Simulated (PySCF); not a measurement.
H₂Zn, singlet, at a GFN2-xTB geometry (such geometries of metal compounds can be far from the true shape). Base run: LC-WPBE/def2-SVP, TDA (PySCF).

PySCF was given this input:
```python
from pyscf import gto, scf, dft, tdscf

mol = gto.M(
    atom='''
Zn    0.000000    0.000000    0.000000
H    -0.000000   -0.000000   -1.499255
H     0.000000    0.000000    1.499255
''',
    basis='def2-svp',
    charge=0,
    spin=0,
    verbose=3,
)

mf = dft.RKS(mol)
mf.xc = 'lc_wpbe'
mf.kernel()
td = mf.TDA()
td.nstates = 5
td.kernel()
td.analyze()
```

Each row names what was changed in the base input (with any setting that the change needs).

```
change                 first excitation (eV)  oscillator strength of the first  second (eV)  core-seconds (rough)
---------------------  ---------------------  --------------------------------  -----------  --------------------
base                                    7.71                             0.000         7.71                     4
basis = aug-cc-pVDZ                     6.30                             0.000         6.30                    20
nstates = 10                            7.71                             0.000         7.71                     6
nstates = 15                            7.71                             0.000         7.71                     6
functional = camb3lyp                   7.43                             0.000         7.43                     4
basis = def2-SVPD                       6.30                             0.000         6.30                     6
functional = wb97x                      7.45                             0.000         7.45                     4
functional = m062x                      7.22                             0.000         7.22                     6
functional = pbe0                       7.43                             0.000         7.43                     3
functional = pbe                        7.07                             0.000         7.07                     3
```

An iterative solver can miss low states, so a row lists the states that it found.
